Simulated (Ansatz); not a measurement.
Reaction (atomization): `B[SiH](C)OC` → B• + 2 C• + 9 H• + O• + Si•

Gas-phase electronic energies from Ansatz, PBE0-D4/def2-TZVP geometries. CCSD(T)/CBS is the MP2 limit (def2-TZVPP, def2-QZVPP) plus CCSD(T) − MP2 in def2-TZVPP, frozen cores. This one scheme is used for every species, atoms too. For atomizations the MP2-based limit and the directly extrapolated one differ by several kJ/mol either way, and by 10 to 25 for some Ge, Se and Sn compounds, so smaller differences from it don't rank the levels. Functionals use def2-TZVPP. Open shells (•) are unrestricted, without spin–orbit coupling. Spin–orbit coupling would lower the free atoms: a little for B, C, O, Si. Each species was taken in one conformer, which may not be the lowest.

Problem. What is ΔE at CCSD(T)/CBS? (Best estimate.)

Solution. The calculation gave: +5070.8 kJ/mol.

Problem. What do these levels give: ωB97X-V, PBE-QIDH, BLYP, BHLYP, LC-ωPBE, MP2/def2-TZVPP? (Estimate.)

Solution. Ansatz gave: ωB97X-V 5092.3, PBE-QIDH 5042.7, BLYP 4993.8, BHLYP 4951.8, LC-ωPBE 5053.9, MP2/def2-TZVPP 4997.9 kJ/mol.

Largest T1 diagnostic among the species: 0.014.

The D4 term adds +41.5 kJ/mol with B3LYP and +22.1 kJ/mol with PBE0; it sums over pairs of atoms, weighted by their polarisabilities, and B3LYP, whose exchange is more repulsive, gets the larger term. From r2SCAN to r2SCAN0 (25 % exact exchange), in def2-TZVPP and without D4, ΔE moves by −53.1 kJ/mol: exact exchange takes away binding that semilocal exchange gives to molecules. At CCSD(T), def2-SVP lies −265.3 kJ/mol from the extrapolated value and def2-TZVPP −115.7 kJ/mol: correlation converges slowly with the basis, and small sets miss more of it in the bonded molecule than in its fragments.

B3LYP here is the variant with VWN-RPA as its local correlation; programs differ in this.
